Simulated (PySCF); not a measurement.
Start geometry of `[SiH3][SiH2][SiH2]C1CC1` from GFN2-xTB (Å):
```
atom  x, y, z in Å
Si1    2.8682   -0.8017   -0.0022
Si2    1.3896    0.8807    0.6943
Si3   -0.3527    1.4293   -0.7607
C4    -1.7177    0.1935   -0.6546
C5    -2.2673   -0.2686    0.6754
C6    -1.5133   -1.2098   -0.1815
H7     3.7663   -0.3001   -1.0507
H8     2.1467   -1.9164   -0.5830
H9     3.6902   -1.3132    1.0805
H10    0.8479    0.5172    2.0280
H11    2.1538    2.1044    1.0021
H12    0.1270    1.4293   -2.1463
H13   -0.9573    2.7683   -0.5376
H14   -2.5256    0.2898   -1.4138
H15   -1.7842    0.1014    1.5762
H16   -3.3283   -0.3951    0.8164
H17   -2.0515   -2.0067   -0.6574
H18   -0.5194   -1.4903    0.1290
```

**Question.** What comes out of this run: PBE0-D3(BJ)/def2-SVP geometry optimisation, gas phase (PySCF)?

**Answer.** 
```
atom  x, y, z in Å
Si1    2.7932   -0.7100    0.1338
Si2    1.3169    0.9202    0.9499
Si3   -0.3837    1.3811   -0.6103
C4    -1.7010    0.0528   -0.5799
C5    -2.2379   -0.4815    0.7261
C6    -1.4046   -1.3619   -0.1435
H7     3.3116   -0.2897   -1.2050
H8     2.0869   -2.0193   -0.0275
H9     3.9534   -0.9104    1.0562
H10    0.7407    0.4555    2.2538
H11    2.0960    2.1721    1.2139
H12    0.2504    1.4682   -1.9653
H13   -0.9816    2.7210   -0.3059
H14   -2.4418    0.1442   -1.3834
H15   -1.7998   -0.1133    1.6593
H16   -3.3115   -0.6782    0.7902
H17   -1.8970   -2.1726   -0.6872
H18   -0.3910   -1.6098    0.1875
```

The energy falls by 0.198 eV over 12 energy and gradient evaluations, the largest force component goes from 0.0258 to 2.5e-04 Eh/bohr, and the atoms move by 0.223 Å rms after alignment. The bond that changes most is Si1–H8 (SiH3 silicon to Si–H hydrogen), which lengthens by 0.047 Å. Bonds longer at the end by more than 0.005 Å: 15 of 18; shorter: 1. Among the angles that change most is H10–Si2–H11, from 101.8° to 107.8°. Among the dihedrals that turn most is H8–Si1–Si2–H10, from 82° to 58°. Rotational constants go from 2664, 969.0, 837.8 to 2546, 1008, 866.4 MHz. The orientation of the end geometry is arbitrary; only internal coordinates are fixed.

The run used 156 basis functions and 72 SCF cycles in all. Time: 2.4 min wall; peak memory 0.64 GiB. Hardware: Arm Neoverse V2, one thread, no GPU, on a shared host.

No frequency check. The numbers are those of one conformer.
